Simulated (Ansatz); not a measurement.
Input file for Ansatz (a first-principles code): R-PBE0/def2-TZVPP on CH5BOSe (SMILES COB[SeH]), a point of a torsion scan.

Ansatz 0.2 input:
```yaml
crystal:
  periodic: [false, false, false]
  atoms:
    - {symbol: C, position_ang: [-1.01205550, -0.71614640, -0.15463736]}
    - {symbol: O, position_ang: [-0.25005267, 0.32004329, -0.71381700]}
    - {symbol: B, position_ang: [0.54962195, 1.20598491, -0.12615507]}
    - {symbol: Se, position_ang: [2.39659389, 1.23189363, -0.68816312]}
    - {symbol: H, position_ang: [-0.36139473, -1.57450958, 0.03147361]}
    - {symbol: H, position_ang: [-1.78556007, -0.99578727, -0.87161559]}
    - {symbol: H, position_ang: [-1.47908079, -0.40822819, 0.78687021]}
    - {symbol: H, position_ang: [0.25834368, 1.85525887, 0.81375220]}
    - {symbol: H, position_ang: [2.29116415, 0.21681662, -1.70101250]}
basis:
  gaussian:
    orbitals: def2-TZVPP
hamiltonian:
  xc: {name: PBE0}
scf: {lower_state_search: off}
```

Give the final energy of this run.

-2542.3875 hartree.

How many basis functions does it have, and what does it roughly cost on one machine?

211 functions; very roughly 5 core-seconds.
